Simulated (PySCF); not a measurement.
The Mo–F bond energy of MoF₃

These are results of PBE0 in PySCF with Mo def2-TZVP with ECP28, F def2-TZVP; scalar-relativistic core potentials, no spin–orbit coupling; density-fitted integrals, not measurements.

Each entry is the lowest minimum that a search over a few typed start shapes (and spin states, where more than one is plausible) found, or that minimum re-optimised at the stated level; isomers with ligand–ligand bonds, or fragments after loss of a ligand pair, can lie lower.

Total energies (Eh), which compare only within these settings: F atom -99.67618.

| species | 2S+1 | group | E (Eh) | ZPE (kJ/mol) |
| --- | --- | --- | --- | --- |
| MoF₂ | 5 | C2v | -267.81612 | 8.8 |
| MoF₃ | 4 | D3h | -367.68815 | 15.4 |

(1) What are De and D0 for MoF₃ → MoF₂ + F?

Results:

(1) De = [(-267.81612) + (-99.67618) − (-367.68815)] × 2625.5 = 514 kJ/mol. The zero-point energy changes by -6.7 kJ/mol, so D0 = 508 kJ/mol.

Atoms and open shells are unrestricted, without spin–orbit or basis-set superposition corrections.

One determinant describes each species, so states of open d or f shells may be missed.
